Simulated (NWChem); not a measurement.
# BF$_{2}$ cation

```xyz
3

F      0.0000     0.0000    -1.2264
B      0.0000     0.0000     0.0000
F      0.0000     0.0000     1.2264
```
Atoms are numbered in this order, from 1.

All runs use the structure optimised with PBE0-D3(BJ)/def2-TZVP.

Task: List the 4 lowest vertical singlet excitations from BHandHLYP/aug-cc-pVDZ, full TDDFT (NWChem).

Result: 
```json
[
 {"state": "S1", "energy (eV)": "12.58", "oscillator strength": "0.000", "leading excitation (squared amplitude)": "HOMO−1 → LUMO+1 (0.49)"},
 {"state": "S2", "energy (eV)": "12.66", "oscillator strength": "0.000", "leading excitation (squared amplitude)": "HOMO → LUMO (0.97)"},
 {"state": "S3", "energy (eV)": "12.66", "oscillator strength": "0.000", "leading excitation (squared amplitude)": "HOMO−1 → LUMO (0.97)"},
 {"state": "S4", "energy (eV)": "12.74", "oscillator strength": "0.000", "leading excitation (squared amplitude)": "HOMO−1 → LUMO+2 (0.49)"}
]
```
